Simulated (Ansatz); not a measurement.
Geometry optimisation, Ansatz 0.2.0, RKS PBE/6-31G*.

Input file:

```yaml
crystal:
  periodic: [false, false, false]
  atoms:
    - { symbol: Al, position_ang: [0.0, 0.0, 0.0] }
    - { symbol: F, position_ang: [0.0, 0.0, 1.69] }
    - { symbol: O, position_ang: [1.5415, 0.0, -0.89] }
    - { symbol: Si, position_ang: [2.3874, -1.376, -1.352] }
    - { symbol: H, position_ang: [1.4599, -2.3514, -1.9176] }
    - { symbol: H, position_ang: [3.3882, -1.0195, -2.3535] }
    - { symbol: H, position_ang: [3.0504, -1.9546, -0.187] }
    - { symbol: F, position_ang: [-1.4635, 0.0, -0.845] }
basis:
  gaussian: { orbitals: "6-31G*" }
hamiltonian:
  xc: pbe
relax:
  f_tol: 0.02
  max_steps: 40
```

Run as:

```bash
$ ansatz run input.yaml --threads 1 --pin off --max-ram 2048MiB --backend cpu --events-out ev --progress --plain --runs-dir out
```

Q: Where does it end, and by what steps?

A: The forces met the threshold. The force dipped under the threshold on the way, but the program's further checks kept it going. After 12 steps the energy has fallen by 0.233 eV; O3 moved furthest, 0.87 Å.

```json
{"step": "0", "energy less start (eV)": "0.0000", "largest force component (eV/Å)": "1.398", "accepted": "yes"}
{"step": "1", "energy less start (eV)": "-0.0929", "largest force component (eV/Å)": "0.718", "accepted": "yes"}
{"step": "2", "energy less start (eV)": "-0.1374", "largest force component (eV/Å)": "0.703", "accepted": "yes"}
{"step": "3", "energy less start (eV)": "-0.1858", "largest force component (eV/Å)": "0.218", "accepted": "yes"}
{"step": "4", "energy less start (eV)": "-0.2080", "largest force component (eV/Å)": "0.162", "accepted": "yes"}
{"step": "5", "energy less start (eV)": "-0.2240", "largest force component (eV/Å)": "0.063", "accepted": "yes"}
{"step": "6", "energy less start (eV)": "-0.2292", "largest force component (eV/Å)": "0.045", "accepted": "yes"}
{"step": "7", "energy less start (eV)": "-0.2238", "largest force component (eV/Å)": "0.194", "accepted": "no"}
{"step": "8", "energy less start (eV)": "-0.2315", "largest force component (eV/Å)": "0.019", "accepted": "yes"}
{"step": "9", "energy less start (eV)": "-0.2289", "largest force component (eV/Å)": "0.156", "accepted": "no"}
{"step": "10", "energy less start (eV)": "-0.2318", "largest force component (eV/Å)": "0.045", "accepted": "yes"}
{"step": "11", "energy less start (eV)": "-0.2325", "largest force component (eV/Å)": "0.004", "accepted": "yes"}
{"step": "12", "energy less start (eV)": "-0.2327", "largest force component (eV/Å)": "0.019", "accepted": "yes"}
```

```xyz
8
Properties=species:S:1:pos:R:3
Al -0.134 0.045 0.069
F -0.078 0.368 1.692
O 1.131 -0.749 -0.714
Si 2.428 -1.538 -1.377
H 1.954 -2.709 -2.187
H 3.195 -0.606 -2.268
H 3.345 -2.040 -0.301
F -1.478 0.528 -0.769
```

Whether the end is a true minimum wasn't checked by a vibrational analysis.

Run time: 42 s on 1 thread of Arm Neoverse V1, with other jobs on the host, peak memory 0.15 GiB.
